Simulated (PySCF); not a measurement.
B3LYP has the VWN-RPA correlation part, as in Gaussian. Delta-SCF ions had no search for a lower state. Excitations are Tamm–Dancoff values on a coarser integration grid. The basis has no diffuse functions, so Rydberg states are missing or too high.

Cartesian coordinates (Å):
```xyz
4

C      1.8043    -0.2883     0.0033
N      0.6390    -0.1164     0.0012
C     -0.6514     0.0740    -0.0012
N     -1.7927     0.2423    -0.0033
```
Charge 0, multiplicity 1.

Q: What vertical ionisation energy (Delta-SCF), S1 excitation (TDA), dipole moment, HOMO–LUMO gap and total energy does PySCF 2.14.0 with B3LYP-D3(BJ)/def2-TZVP give?

A: 
vertical ionisation energy (Delta-SCF): 12.97 eV
S1 excitation (TDA): 5.95 eV
dipole moment: 0.83 D
HOMO–LUMO gap: 7.64 eV
total energy: -185.6966 Ha
